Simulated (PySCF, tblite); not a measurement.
Compound: C8H8FOP.
Bonds: C1–C2, C2–O3 (double), C2–C4, C4–C5 (aromatic), C5–C6 (aromatic), C6–C7, C6–C8 (aromatic), C8–P9 (aromatic), P9–C10 (aromatic), C10–F11, C4–C10 (aromatic). Hydrogens: H12, H13, H14 on C1; H15 on C5; H16, H17, H18 on C7; H19 on C8.

Computed geometry: GFN2-xTB, gas phase.

(1) Give the optimised bond lengths and angles.

Answers

(1) 
```csv
bond,length (Å),order
C1–C2,1.502,single
C2=O3,1.209,double
C2–C4,1.500,single
C4–C5,1.395,aromatic
C5–C6,1.387,aromatic
C6–C7,1.500,single
C6–C8,1.385,aromatic
C8–P9,1.730,aromatic
P9–C10,1.742,aromatic
C10–F11,1.356,single
C4–C10,1.387,aromatic
"C1–H12, C1–H13, C1–H14",1.088,single
C5–H15,1.081,single
"C7–H16, C7–H17, C7–H18",1.088,single
C8–H19,1.083,single
```

Bonds in one row agree within 0.01 Å and their mean is given. Orders are formal, as drawn. A selection of angles:
```csv
angle,degrees
C1–C2–O3,122.3
C1–C2–C4,117.7
O3–C2–C4,120.0
C2–C4–C5,115.4
C2–C4–C10,124.0
C5–C4–C10,120.5
C4–C5–C6,124.8
C5–C6–C7,119.0
C5–C6–C8,121.6
C7–C6–C8,119.4
C6–C8–P9,126.9
C8–P9–C10,98.7
P9–C10–F11,113.4
C4–C10–P9,127.3
C4–C10–F11,119.2
```

Dihedral angles: C1–C2–C4–C5 -152° (antiperiplanar). The mirror-image conformer, all signs reversed, is as good.

Of the pairs four or more bonds apart, C1···F11 is among the closest relative to their van der Waals radii: 2.74 Å, 86 % of the sum of Bondi's values. The 6-membered ring C4–C5–C6–C8–P9–C10 has internal angles of 98.7° to 127.3°; it is planar, 0.01 Å rms from its mean plane, widest ring torsion 2°. The C–C distances run from 1.385 Å (C6–C8, aromatic) to 1.502 Å (C1–C2, drawn single), a spread of 0.117 Å.

Point group: C1 (no symmetry element, even within 0.4 Å). Its lowest GFN2-xTB frequency is 16i cm⁻¹, too small to tell a flat minimum from a shallow saddle. One conformer, not necessarily the lowest.
